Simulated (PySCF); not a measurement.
Run record: excited-state job, `CC[NH][GeH2][GeH2][GeH3]`.

Computed with TDDFT PBE0/def2-SVPD, vertical, gas phase, core orbitals frozen in the response (PySCF 2.14.0, density-fitted response routines). Geometry: PBE0-D3(BJ)/def2-SVP. The input is one job of a driver script: a line of settings, then coordinates in Å.

Input:
```
{"job": {"kind": "uv", "xc": "PBE0", "basis": "def2-SVPD", "ip": true}, "charge": 0, "multiplicity": 1}
C     -2.528498     0.368474     1.046900
C     -2.368994    -0.802653     0.085524
N     -1.277224    -1.705623     0.378568
Ge     0.443449    -1.355493    -0.161348
Ge     1.535852     0.554232     0.899252
Ge     3.875088     0.719039     0.275870
H     -3.395758     0.992276     0.778077
H     -2.680877     0.011663     2.078584
H     -1.635608     1.013748     1.046420
H     -3.312855    -1.378723     0.056864
H     -2.231464    -0.420820    -0.941261
H     -1.351421    -2.121834     1.302642
H      0.374131    -1.115197    -1.683567
H      1.261006    -2.625205     0.150437
H      1.432287     0.414520     2.434522
H      0.822031     1.869395     0.515163
H      4.006182     0.902074    -1.248658
H      4.566657     1.908139     0.970370
H      4.616427    -0.573690     0.669438
```

Output:
```
coarse grid: 69864 points
cycle   1  E = -6367.9216590638  dE = -1.696e+00  |g| = 6.815e-01  |ddm| = 5.310e+00
cycle   2  E = -6367.8642069119  dE =  5.745e-02  |g| = 8.556e-01  |ddm| = 1.990e+00
cycle   3  E = -6367.9815797797  dE = -1.174e-01  |g| = 1.449e-01  |ddm| = 1.334e+00
cycle   4  E = -6367.9863906849  dE = -4.811e-03  |g| = 2.243e-02  |ddm| = 2.399e-01
cycle   5  E = -6367.9864797619  dE = -8.908e-05  |g| = 6.978e-03  |ddm| = 4.406e-02
cycle   6  E = -6367.9864936645  dE = -1.390e-05  |g| = 1.497e-03  |ddm| = 1.657e-02
cycle   7  E = -6367.9864942323  dE = -5.678e-07  |g| = 3.546e-04  |ddm| = 2.434e-03
final grid: 142360 points
cycle   8  E = -6367.9864019285  dE = -1.697e-07  |g| = 4.123e-04  |ddm| = 1.076e-02
cycle   9  E = -6367.9864019154  dE =  1.303e-08  |g| = 4.985e-04  |ddm| = 1.185e-03
cycle  10  E = -6367.9864019652  dE = -4.982e-08  |g| = 5.146e-05  |ddm| = 6.245e-04
cycle  11  E = -6367.9864019658  dE = -5.348e-10  |g| = 1.731e-05  |ddm| = 1.073e-04
converged SCF energy = -6367.9864019658

Static polarisability (au): isotropic 140.194, principal 111.479 128.115 180.986

Singlet excitations
state   eV       nm        f      main configurations
  1   5.0600    245.0   0.11185   H->L 0.87
  2   5.6104    221.0   0.05156   H->L+2 0.92
  3   5.7127    217.0   0.18117   H->L+1 0.92
  4   5.8337    212.5   0.00136   H->L+3 0.54, H->L+4 0.37
  5   5.9492    208.4   0.00424   H->L+4 0.55, H->L+3 0.35
  6   6.2810    197.4   0.01235   H->L+5 0.87
  7   6.5158    190.3   0.05228   H->L+6 0.84
  8   6.7608    183.4   0.00226   H->L+7 0.79, H-1->L 0.15
  9   6.9137    179.3   0.09033   H->L+8 0.61, H-1->L 0.17
 10   6.9383    178.7   0.17486   H-1->L 0.52, H->L+8 0.17, H->L+7 0.12

Triplet excitations (Tamm-Dancoff, eV): 4.5273 5.2290 5.4904 5.5582
Vertical ionisation energy (delta-SCF) = 7.9822 eV
```

The SCF starts on a coarse grid where the log names one; the energy can jump when the final grid takes over, and dE then counts from the start density on the new grid. H and L stand for HOMO and LUMO; the number after each pair is its weight.

**Question.** Give the mean polarisability as a volume in Å³, and the ratio of the largest to the smallest principal value.

**Answer.** 140.194 au × 0.148185 = 20.77 Å³; 180.986/111.479 = 1.62.

**Question.** Give S1 in cm⁻¹ and kJ/mol.

**Answer.** 5.0600 eV × 8065.54 = 40812 cm⁻¹; × 96.485 = 488.2 kJ/mol.

In short: HOMO -6.39 eV, LUMO -0.30 eV; lowest singlet 5.06 eV; lowest triplet 4.53 eV (Tamm–Dancoff); mean polarisability 140.2 au.

 Relativistic effects, spin–orbit coupling among them, are left out although an element past zinc is present.

Hardware: one thread of an Arm Neoverse V1, shared host. Cost: 3.3 min of wall time.

One conformer stands for the species.
Labels such as C1 count atoms from 1, the log's own numbers from 0.
